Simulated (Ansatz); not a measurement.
Consider the ligand exchange at the Si–C bond: `FC[SiH]1CC1` + CH₃SH → `CS[SiH]1CC1` + fluoromethane.

Program: Ansatz. Geometries: PBE0-D4/def2-TZVP. ΔE: electronic, gas phase. CCSD(T)/CBS is the MP2 limit (def2-TZVPP, def2-QZVPP) plus CCSD(T) − MP2 in def2-TZVPP, frozen cores. This one scheme is used for every species. Functionals use def2-TZVPP. B3LYP here is the variant with VWN-RPA as its local correlation; programs differ in this. One conformer a species, not always the lowest.

```csv
level,ΔE (kJ/mol),difference from CCSD(T)/CBS
PBE-D4,-79.5,1.7
r2SCAN-D4,-81.5,-0.3
PBE0-D4,-81.8,-0.6
B3LYP-D4,-79.1,2.1
ωB97X-V,-76.2,5.0
r2SCAN,-80.5,0.7
PBE0,-78.5,2.7
B3LYP,-73.4,7.8
HF/def2-TZVPP,-77.7,3.5
MP2/def2-TZVPP,-86.5,-5.3
SCS-MP2/def2-TZVPP,-82.5,-1.3
CCSD/def2-TZVPP,-76.9,4.3
CCSD(T)/def2-TZVPP,-78.9,2.3
MP2/def2-QZVPP,-87.8,-6.6
HF/CBS(def2),-77.5,3.7
MP2/CBS(def2),-88.9,-7.7
CCSD(T)/CBS,-81.2,0
```

Largest T1 diagnostic among the species: 0.011.

The D4 term adds −5.7 kJ/mol with B3LYP and −3.2 kJ/mol with PBE0; it sums over pairs of atoms, weighted by their polarisabilities, and B3LYP, whose exchange is more repulsive, gets the larger term.
